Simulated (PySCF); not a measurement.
Compound: CH2STe.
Atom-mapped SMILES: `[SH:1][CH:2]=[Te:3]` (hydrogens: H4 on S1; H5 on C2)

Computed by this run: PySCF 2.14.0, PBE0-D3(BJ)/def2-SVP geometry optimisation, gas phase, def2 core potentials past Kr; density fitting, grid level 1; the optimiser is geomeTRIC in internal coordinates, started from a GFN2-xTB structure with every atom displaced at random (about 0.01 Å).

The end geometry, which sets the zero of energy:
```
atom  x, y, z in Å
S1      1.1114   -0.1208   -0.8125
C2     -0.3038   -0.4237    0.0912
Te3    -1.4076    0.7916    1.2062
H4      1.2300    1.1972   -0.5168
H5     -0.5962   -1.4786   -0.0065
```

**Question.** These geometries come from the run, each turned onto the end geometry. Order them by energy, lowest first.
A.
```
atom  x, y, z in Å
S1      1.0716   -0.0954   -0.8659
C2     -0.3024   -0.4312    0.0910
Te3    -1.4155    0.7942    1.1825
H4      1.2654    1.1892   -0.4748
H5     -0.5854   -1.4911    0.0287
```
B.
```
atom  x, y, z in Å
S1      1.0408   -0.0882   -0.9183
C2     -0.2734   -0.4100    0.1188
Te3    -1.4712    0.7723    1.1824
H4      1.3085    1.1570   -0.4642
H5     -0.5709   -1.4654    0.0430
```
C.
```
atom  x, y, z in Å
S1      1.1273   -0.1255   -0.8185
C2     -0.3215   -0.4381    0.1027
Te3    -1.4145    0.8018    1.2155
H4      1.2314    1.2036   -0.5219
H5     -0.5889   -1.4761   -0.0162
```

**Answer.** A (0.015 eV), C (0.032 eV), B (0.060 eV).

In the order of the answer:

```csv
step,E above end (eV),largest force (eV/Å),rms force component (eV/Å),rms distance from end (Å),rms bond change (Å),bond most changed (Å)
3,0.015,0.24,0.091,0.046,0.001,C2=Te3 -0.002
0,0.032,1.40,0.483,0.017,0.023,S1–C2 +0.039
2,0.060,0.60,0.211,0.087,0.004,C2=Te3 +0.006
```

The cost below is that of the whole optimisation. Hardware: Arm Neoverse V2, one thread, shared host. Cost: 12 s wall, 0.31 GiB resident at most.
